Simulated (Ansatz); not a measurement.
Cost and result for the atomization energy of C3H10Sn, SMILES `CC[CH2][SnH3]` (14 atoms, 13 bonds).

```xyz
14

C    -0.6456   -2.0245    0.3839
C    -0.6433   -0.5886   -0.1175
C     0.6253    0.1629    0.2616
Sn    0.6560    2.1935   -0.4400
H    -1.5640   -2.5459    0.1024
H     0.1978   -2.5846   -0.0295
H    -0.5617   -2.0586    1.4738
H    -0.7652   -0.5863   -1.2066
H    -1.5188   -0.0647    0.2825
H     1.5084   -0.3390   -0.1449
H     0.7501    0.1877    1.3482
H    -0.6661    3.0545    0.2223
H     0.5191    2.2168   -2.1456
H     2.1080    2.9768    0.0095
```

Charge 0, multiplicity 1. Correlated methods include outer-core shells of Sn, which these sets cover unevenly. Sn takes the def2 core potential. All single points use the PBE0-D4/def2-TZVP geometry. It is one conformer, not always the lowest. Program: Ansatz. All runs use 4 threads of an Arm Neoverse V1 on a shared host. Times are those of one run each, without the atoms' runs, and a repeat can differ threefold. Electronic energies, without spin–orbit coupling; frozen cores. CCSD(T)/CBS adds CCSD(T) − MP2 in def2-TZVPP to the MP2 limit, and its time is that of the two runs behind it. T1 = 0.011. With those shells the extrapolation isn't a true limit. B3LYP takes the VWN-RPA correlation (the form of Gaussian; ORCA's B3LYP/G).

CCSD(T)/CBS is a level of theory with its own doubt, some kJ/mol a heavy atom from the limit and from the frozen cores, so smaller differences don't rank the functionals.

```
                             level  functions  wall time  atomization (kJ/mol)  difference from CCSD(T)/CBS  per bond
   PBE-D4/def2-TZVPP (with forces)        283      3.1 s                4838.3                         18.6       1.4
                PBE0-D4/def2-TZVPP        283      3.6 s                4804.4                        -15.3      -1.2
r2SCAN-D4/def2-TZVPP (with forces)        283        6 s                4801.3                        -18.4      -1.4
 B3LYP-D4/def2-TZVPP (with forces)        283        6 s                4801.0                        -18.7      -1.4
                 B2PLYP/def2-TZVPP        283        7 s                4747.0                        -72.7      -5.6
                ωB97X-V/def2-TZVPP        283       10 s                4821.7                          2.0       0.2
  ωB97M-V/def2-TZVPP (with forces)        283       14 s                4809.2                        -10.5      -0.8
                    MP2/def2-QZVPP        553       34 s                4762.6                        -57.1      -4.4
                CCSD(T)/def2-TZVPP        283      6 min                4723.1                        -96.6      -7.4
                 CCSD(T)/CBS(def2)          –    6.6 min                4819.7                          0.0       0.0
```

In def2-TZVPP, CCSD(T) changes the Hartree–Fock value by +1106.7 kJ/mol (the triples alone add +51.1 kJ/mol) and MP2 by +1089.2 kJ/mol; breaking electron pairs costs correlation energy, which Hartree–Fock lacks. The D4 term adds +41.0 kJ/mol with B3LYP and +21.7 kJ/mol with PBE0; it sums over pairs of atoms, weighted by their polarisabilities, and B3LYP, whose exchange is more repulsive, gets the larger term. From PBE to PBE0 (25 % exact exchange), in def2-TZVPP and without D4, the atomization energy moves by −29.9 kJ/mol: exact exchange takes away binding that semilocal exchange gives to molecules.

Spin–orbit coupling would lower the free Sn atoms strongly, and the atomization energy with them, by more than many differences here. For some Ge, Se and Sn compounds the MP2-based and the directly extrapolated limit differ by 10 to 25 kJ/mol.
